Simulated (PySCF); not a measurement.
Geometry (Å), atoms numbered from 1 in this order:
```xyz
23

C     2.5978    0.6052    0.4574
C     1.6627   -0.1193   -0.5014
P     0.0508   -0.4848    0.2769
O     0.1797   -1.2440    1.5663
C    -0.8934   -1.3881   -1.0002
C    -2.2977   -1.7384   -0.5270
C    -0.7942    1.1217    0.5022
C    -1.0011    1.9806   -0.7356
H     2.6331    0.0746    1.4204
H     2.2624    1.6356    0.6531
H     3.6193    0.6612    0.0536
H     1.5137    0.4363   -1.4418
H     2.0780   -1.1037   -0.7743
H    -0.8991   -0.8171   -1.9432
H    -0.3102   -2.3056   -1.1841
H    -2.9390   -0.8464   -0.4538
H    -2.7877   -2.4412   -1.2169
H    -2.2545   -2.2057    0.4681
H    -0.2058    1.6491    1.2709
H    -1.7511    0.8730    0.9899
H    -1.5166    2.9192   -0.4821
H    -0.0461    2.2533   -1.2106
H    -1.6139    1.4678   -1.4929
```

Geometry: PBE0-D3(BJ)/def2-SVP; GIAO shifts from PySCF 2.14, gas phase, non-relativistic, averaged over equivalent atoms.

At HF/pcSseg-1 (218 basis functions, 32 s wall time on 1 thread of an Intel Xeon Platinum 8259CL, shared host):
```json
{"atoms": "C2/C5/C7", "δ (ppm)": "17.2"}
{"atoms": "C1/C6/C8", "δ (ppm)": "6.9"}
{"atoms": "P3", "δ (ppm)": "23.1"}
{"atoms": "O4", "δ (ppm)": "47.0"}
{"atoms": "H9/H10/H11/H16/H17/H18/H21/H22/H23", "δ (ppm)": "1.10"}
{"atoms": "H12/H13/H14/H15/H19/H20", "δ (ppm)": "1.06"}
```

Shifts are taken against calculated references (same method and geometry level): 13C (σref 190.85), 1H (σref 31.69) against TMS; H3PO4 for 31P (σref 356.22); 17O (σref 333.31) vs H2O.

Predict the values at B3LYP/pcSseg-1 on the same geometry.

Answers


```tsv
atoms	δ at B3LYP/pcSseg-1	change
C2/C5/C7	22.7	+5.5
C1/C6/C8	7.6	+0.7
P3	24.7	+1.6
O4	89.9	+42.9
H9/H10/H11/H16/H17/H18/H21/H22/H23	1.06	-0.04
H12/H13/H14/H15/H19/H20	1.29	+0.23
```

Referencing at the same level of theory: TMS for 13C (σ = 179.24 ppm) and 1H (σ = 31.38 ppm); H3PO4 for 31P (σ = 297.42 ppm); H2O for 17O (σ = 334.04 ppm).

The largest change is at O4 (P=O oxygen). Cost: 218 basis functions, 68 s wall time on 1 thread of an Intel Xeon Platinum 8259CL, shared host.

Experimental scales use liquid or dissolved standards, which lie at an offset from isolated H2O (liquid H2O: subtract about 36 ppm) and H3PO4.
